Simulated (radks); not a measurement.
The numbers below are computed, except where a source is named.
Valence configurations of the erbium ion Er3+ (all share [Xe]). Level of theory: scalar-relativistic Kohn-Sham, LDA (Slater exchange, Perdew-Wang correlation), spin-unpolarised, spherical densities, point nucleus (a radial shooting solver on a logarithmic mesh with Libxc functionals). Energies are relative to 4f11; eigenvalues in eV.

| valence | E (eV) | e(4f) | e(5d) | e(6p) | e(6s) |
|---|---|---|---|---|---|
| 4f11 | 0.000 | -35.793 | - | - | - |
| 4f10.5 6p0.5 | 10.024 | -41.648 | - | -19.513 | - |
| 4f10 5d1 | 13.305 | -43.252 | -27.184 | - | - |
| 4f10 5d0.5 6p0.5 | 17.660 | -45.507 | -28.830 | -19.865 | - |
| 4f10 6p1 | 22.310 | -47.771 | - | -20.788 | - |
| 4f9 5d2 | 32.494 | -51.398 | -29.081 | - | - |
| 4f9 5d1 6s1 | 36.118 | -54.808 | -31.422 | - | -27.380 |
| 4f9 5d1 6p1 | 42.795 | -56.048 | -32.411 | -21.391 | - |
| 4f9 6p2 | 54.645 | -60.764 | - | -22.977 | - |
| 4f8 6p3 | 98.362 | -74.655 | - | -24.956 | - |

NIST lists [Xe] 4f11 as the ground configuration; this level of theory agrees among the configurations tried. The energies are those of spherical spin-averaged densities, not of single terms.
